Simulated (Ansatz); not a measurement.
Program: Ansatz. Geometries: PBE0-D4/def2-TZVP. ΔE: electronic, gas phase. CBS: MP2 limit from def2 TZ/QZ plus the TZ coupled-cluster correction, frozen cores. This one scheme is used for every species. Functionals use def2-TZVPP. For Ge outer-core shells are correlated without core-valence functions, which leaves a few kJ/mol of doubt a bond. Scalar relativity is left out up to krypton. Each species was taken in one conformer, which may not be the lowest.

Reaction (cleavage of the B–Si bond): `C[SiH2][BH][GeH3]` + CH₃NH₂ → `CN[BH][GeH3]` + `C[SiH3]`

```tsv
level	ΔE (kJ/mol)	difference from CCSD(T)/CBS
PBE0-D4	-172.7	3.1
ωB97M-V	-181.3	-5.5
HF/def2-TZVPP	-172.4	3.4
MP2/def2-TZVPP	-185.4	-9.6
CCSD/def2-TZVPP	-175.5	0.3
CCSD(T)/def2-TZVPP	-177.8	-2.0
MP2/def2-QZVPP	-184.3	-8.5
SCS-MP2/def2-QZVPP	-182.0	-6.2
MP2/CBS(def2)	-183.4	-7.6
CCSD/CBS(def2)	-173.5	2.3
CCSD(T)/CBS	-175.8	0
```

Largest T1 diagnostic among the species: 0.013.

In def2-TZVPP, CCSD(T) changes the Hartree–Fock value by −5.3 kJ/mol (the triples alone add −2.3 kJ/mol) and MP2 by −13.0 kJ/mol.

CCSD(T)/CBS has its own doubt, a few kJ/mol and more with outer-core shells, so smaller differences from it don't rank the levels.
